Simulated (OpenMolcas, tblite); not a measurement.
**A ladder of methods for SiHCl2OF (SMILES O[Si](F)(Cl)Cl)**

The species is SiHCl2OF (6 atoms), meant as a singlet with charge 0. As SMILES, `O[Si](F)(Cl)Cl`. The shape is that of a PBE0-D4/def2-TZVP optimisation. This is one conformer, not always the lowest.

| atom | x (Å) | y (Å) | z (Å) |
| --- | --- | --- | --- |
| O | -0.5077 | 0.4537 | 1.1225 |
| Si | 0.2195 | 0.0134 | -0.2474 |
| F | 1.5832 | -0.7267 | 0.0444 |
| Cl | -0.9213 | -1.2729 | -1.3196 |
| Cl | 0.6180 | 1.6839 | -1.2945 |
| H | -0.9496 | -0.2155 | 1.6485 |

Each level gives the vertical ionisation energy (to the doublet cation) (eV). The values are calculated.

```json
{"level": "IPEA1-xTB", "kind": "semi-empirical", "program": "tblite", "value (eV)": "15.57", "less CCSD(T)/def2-SVP": "+3.63", "CPU time (all runs)": "under 2 s"}
{"level": "HF/def2-SVP", "kind": "Hartree–Fock", "program": "OpenMolcas", "value (eV)": "11.78", "less CCSD(T)/def2-SVP": "-0.16", "CPU time (all runs)": "16 s"}
{"level": "SVWN5/def2-SVP", "kind": "LDA", "program": "OpenMolcas", "value (eV)": "11.29", "less CCSD(T)/def2-SVP": "-0.65", "CPU time (all runs)": "36 s"}
{"level": "BLYP/def2-SVP", "kind": "GGA", "program": "OpenMolcas", "value (eV)": "10.89", "less CCSD(T)/def2-SVP": "-1.05", "CPU time (all runs)": "49 s"}
{"level": "M06-L/def2-SVP", "kind": "meta-GGA", "program": "OpenMolcas", "value (eV)": "11.66", "less CCSD(T)/def2-SVP": "-0.28", "CPU time (all runs)": "74 s"}
{"level": "B3LYP/def2-SVP", "kind": "global hybrid", "program": "OpenMolcas", "value (eV)": "11.63", "less CCSD(T)/def2-SVP": "-0.31", "CPU time (all runs)": "54 s"}
{"level": "M06-2X/def2-SVP", "kind": "hybrid meta-GGA", "program": "OpenMolcas", "value (eV)": "12.23", "less CCSD(T)/def2-SVP": "+0.29", "CPU time (all runs)": "72 s"}
{"level": "CCSD(T)/def2-SVP, open shells restricted", "kind": "coupled cluster or CI", "program": "OpenMolcas", "value (eV)": "11.94", "less CCSD(T)/def2-SVP": "0.00", "CPU time (all runs)": "2.3 min"}
```

CCSD(T)/def2-SVP, open shells restricted is the highest level here, not the true value. The values span 10.89 to 15.57 eV. The xTB values lack the empirical shift that such differences need. CPU times are rough (shared hosts, several kinds of processor and program).
